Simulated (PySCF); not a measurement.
Compound: 1-octene, C₈H₁₆.
SMILES: `C=CCCCCCC`

Method used: TDDFT wB97X-D/def2-SVPD, vertical, gas phase, core orbitals frozen in the response in PySCF. One conformer (not necessarily the lowest) at the PBE0-D3(BJ)/def2-SVP geometry, without solvent, vibrations or thermal averaging.

Problem. Predict the UV-vis stick spectrum at this level.

Solution. 

| state | E (eV) | E (kJ/mol) | λ (nm) | f | main configurations (H = HOMO, L = LUMO) |
| --- | --- | --- | --- | --- | --- |
| S1 | 7.44 | 718 | 166.6 | 0.530 | H→L (95%) |
| S2 | 7.52 | 726 | 164.8 | 0.048 | H→L+2 (55%), H→L+1 (19%) |
| S3 | 8.04 | 776 | 154.1 | 0.0007 | H→L+4 (20%), H→L+5 (18%), H→L+3 (15%) |
| S4 | 8.13 | 784 | 152.5 | 0.0006 | H-5→L (25%), H-1→L (22%), H-7→L (13%) |
| S5 | 8.42 | 812 | 147.3 | 0.017 | H→L+4 (36%), H→L+6 (20%), H→L+1 (19%) |
| S6 | 8.71 | 840 | 142.4 | 0.0035 | H-3→L (31%), H-1→L (22%), H-6→L (17%) |
| S7 | 8.79 | 848 | 141.1 | 0.017 | H→L+5 (33%), H→L+3 (21%), H→L+8 (12%) |
| S8 | 9.00 | 869 | 137.7 | 0.0001 | H-2→L+1 (73%) |
| S9 | 9.15 | 883 | 135.5 | 0.0032 | H-1→L+1 (45%), H→L+8 (8%) |
| S10 | 9.22 | 890 | 134.4 | 0.0046 | H-3→L+1 (47%), H-2→L+2 (12%) |

Triplets, Tamm–Dancoff:

```tsv
state	E (eV)	λ (nm)	main configurations (H = HOMO, L = LUMO)
T1	4.50	275.3	H→L (91%)
T2	7.50	165.2	H→L+2 (53%), H→L+1 (18%)
T3	7.67	161.7	H-5→L (35%), H-1→L (28%), H-7→L (22%)
T4	8.01	154.8	H→L+4 (32%), H→L+5 (27%), H→L+3 (21%)
```

The lowest singlet lies at 7.44 eV (167 nm, vacuum ultraviolet) and is strong; its leading configuration is HOMO→LUMO (95%). The lowest level is also the most intense of those listed (f = 0.530). Löwdin shares by element: HOMO carbon 84% or more (atoms not listed hold the other 16%); LUMO carbon 74% or more, hydrogen 6% or more (atoms not listed hold the other 20%). The oscillator strengths of these states sum to 0.625; summed over the whole spectrum of an exact calculation they would give the number of electrons, 64 (Thomas–Reiche–Kuhn). Of the 10 states listed, 4 reach f = 0.01 and 1 stays under 0.0005. Orbital energies (eV): HOMO-3 -11.07, HOMO-2 -10.87, HOMO-1 -10.80, HOMO -9.20, LUMO 2.18, LUMO+1 2.49, LUMO+2 2.75. All these states lie below the vertical ionisation energy of 9.49 eV (ΔSCF). Only the lowest 10 singlets were computed, as vertical energies without vibronic structure.
